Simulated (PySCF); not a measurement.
C₃H₄BrF. Atoms are numbered in the order given.

```xyz
9

C     -1.3744    -1.6821     0.0000
C      0.0929    -1.4446     0.0000
F      0.8086    -2.5877     0.0000
C      0.7793    -0.2977     0.0000
Br    -0.0253     1.4117     0.0000
H     -1.6587    -2.2706     0.8880
H     -1.9301    -0.7372     0.0000
H     -1.6587    -2.2706    -0.8880
H      1.8692    -0.2934     0.0000
```

Geometry: B3LYP-D3(BJ)/def2-SVP.

Computed with TDDFT-PBE0/def2-SVPD (PySCF 2.14.0).

Vertical excitations. Gas-phase values at a fixed geometry. State labels are in the subgroup Cs.

Computed lowest excited states:
| state | symmetry | energy (eV) | λ (nm) | f | main pairs |
|---|---|---|---|---|---|
| S1 | A" | 5.30 | 234 | 0.001 | HOMO→LUMO 98 % |
| S2 | A' | 6.46 | 192 | 0.293 | HOMO→LUMO+1 95 % |
| S3 | A' | 6.63 | 187 | 0.003 | HOMO−1→LUMO 98 % |
| S4 | A" | 6.67 | 186 | 0.011 | HOMO→LUMO+2 97 % |
| S5 | A" | 6.92 | 179 | 0.000 | HOMO−1→LUMO+1 99 % |
| S6 | A" | 7.23 | 171 | 0.000 | HOMO→LUMO+3 92 % |
| S7 | A" | 7.69 | 161 | 0.006 | HOMO→LUMO+4 58 %, HOMO−2→LUMO 35 % |
| S8 | A" | 7.80 | 159 | 0.008 | HOMO−2→LUMO 51 %, HOMO→LUMO+4 35 %, HOMO→LUMO+6 10 % |
| S9 | A' | 7.89 | 157 | 0.017 | HOMO→LUMO+5 98 % |
| S10 | A' | 8.06 | 154 | 0.057 | HOMO−1→LUMO+2 89 % |
| T1 | A' | 4.05 | 306 | 0 | HOMO→LUMO+1 92 % |
| T2 | A" | 4.73 | 262 | 0 | HOMO→LUMO 96 % |
| T3 | A' | 5.90 | 210 | 0 | HOMO−1→LUMO 96 % |
| T4 | A" | 6.56 | 189 | 0 | HOMO→LUMO+2 96 % |
Triplets are in the Tamm–Dancoff approximation, which puts them higher than full response would, so one can lie above its singlet here.
